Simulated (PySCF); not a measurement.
A structure optimised at PBE0-D3(BJ)/def2-SVP, used in a PySCF frequency run:

```xyz
8

C      2.7960    -0.1592     0.0000
C      1.5897    -0.2877     0.0000
C      0.1871    -0.4629     0.0000
Br    -0.4183    -2.2619     0.0000
C     -0.7370     0.5134     0.0000
Br    -0.2981     2.3225     0.0000
H      3.8637    -0.0373     0.0000
H     -1.8062     0.2975     0.0000
```

### Question
Write its SMILES, formula and point group.

### Answer
C#C/C(Br)=C\Br, C4H2Br2, Cs

### Question
What are its rotational constants (standard atomic weights)?

### Answer
2.9693, 0.59671, 0.49686 GHz
